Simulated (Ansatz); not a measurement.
Reaction (ligand exchange at the Si–N bond): `[AlH2][NH][SiH2]Cl` + `N[SiH2]F` → `F[SiH2]N[SiH2]Cl` + `[NH2][AlH2]`

Gas-phase electronic energies from Ansatz, PBE0-D4/def2-TZVP geometries. CCSD(T)/CBS adds triple-zeta CCSD(T) − MP2 to the extrapolated MP2 energy (def2 sets, frozen cores). This one scheme is used for every species. Functionals use def2-TZVPP. B3LYP here is the variant with VWN-RPA as its local correlation; programs differ in this. Each species was taken in one conformer, which may not be the lowest.

```
         level  ΔE (kJ/mol)  difference from CCSD(T)/CBS
       PBE0-D4          4.2                          0.2
      BHLYP-D4          4.0                          0.0
           PBE          4.3                          0.3
          BLYP          3.9                         -0.1
        r2SCAN          4.3                          0.3
         B3LYP          4.6                          0.6
         BHLYP          5.2                          1.2
MP2/def2-TZVPP          4.5                          0.5
MP2/def2-QZVPP          4.4                          0.4
  HF/CBS(def2)          5.8                          1.8
   CCSD(T)/CBS          4.0                            0
```

Largest T1 diagnostic among the species: 0.011.

Leaving LDA and LC-ωPBE aside and taking each functional with its dispersion term where it has one, the values, not all of them listed here, spread over 3.4 kJ/mol, from BLYP-D4 to PBE-QIDH.
